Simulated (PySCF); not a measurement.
CsSi: energy against distance

Set-up: PySCF, scalar-relativistic core potentials, basis sets Cs def2-SVPD with ECP46, Si def2-SVPD. Energies in eV from Cs + Si in their ground configurations at the same level. State: ⁴Σ⁻ (quartet), unpaired electrons σ ↑, π ↑↑.

All columns are PBE0. A positive dipole means Cs(−)Si(+).

```tsv
R (Å)	E (eV)	μ (D)	Mulliken charge on Cs (basis-dependent)	HOMO (eV)	LUMO (eV)	Mayer bond order	⟨S²⟩
2.889	-1.313	-8.28	0.55	-3.76	-1.15	0.84	3.75
3.023	-1.524	-8.86	0.55	-3.81	-1.21	0.82	3.75
3.158	-1.640	-9.41	0.56	-3.80	-1.26	0.80	3.75
3.258	-1.680	-9.81	0.56	-3.72	-1.30	0.80	3.75
3.359	-1.690	-10.18	0.56	-3.64	-1.35	0.79	3.75
3.460	-1.678	-10.55	0.55	-3.57	-1.39	0.78	3.75
3.594	-1.635	-11.00	0.55	-3.49	-1.45	0.78	3.75
3.762	-1.554	-11.53	0.54	-3.40	-1.52	0.77	3.75
3.964	-1.435	-12.08	0.53	-3.31	-1.60	0.76	3.75
4.232	-1.261	-12.64	0.51	-3.24	-1.71	0.75	3.75
```

A fit through these points gives, at Re = 3.350 Å, μ = -10.15 D and dμ/dR = -3.69 D/Å; the reduced mass is 23.11 u.

**Question.** How strong is the fundamental in the double-harmonic approximation, I = 42.26·(dμ/dR)²/μred km/mol?

**Answer.** I = 42.26·(-3.69)²/23.11 = 24.9 km/mol at PBE0.

Spin–orbit coupling is left out, which matters for elements this heavy, above all for dissociation energies. The state is the lowest determinant that a PBE0 search found; another state may lie lower at other levels.
